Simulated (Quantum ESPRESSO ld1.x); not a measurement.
Initial-state core-level shifts of neutral thulium when its valence configuration changes from [Xe] 4f13 6s2. All-electron calculation, scalar-relativistic Kohn-Sham, LDA (Slater exchange, Perdew-Wang correlation), spin-polarised, spherical densities, point nucleus; open shells are filled with parallel spins first. Program: ld1.x of Quantum ESPRESSO 7.5. Shifts are changes of the shell-averaged eigenvalues in eV (positive: less bound).

valence                1s       2s       4s       5s
4f12 5d1 6s2       -6.627   -7.098   -7.547   -4.146
4f13 6s1 6p1       -1.375   -1.360   -1.353   -1.427
4f13 5d1 6s1       +0.599   +0.645   +0.641   +0.753
4f13 6p2           -2.795   -2.764   -2.749   -2.888
4f12 6s2 6p1       -9.831  -10.372  -10.791   -7.473
4f12.5 6s0.5 6p2   -6.645   -6.876   -7.081   -5.659
4f11 5d1 6s2 6p1  -17.416  -18.564  -19.408  -11.532
4f13.5 6s1.5       +3.011   +3.198   +3.387   +2.343
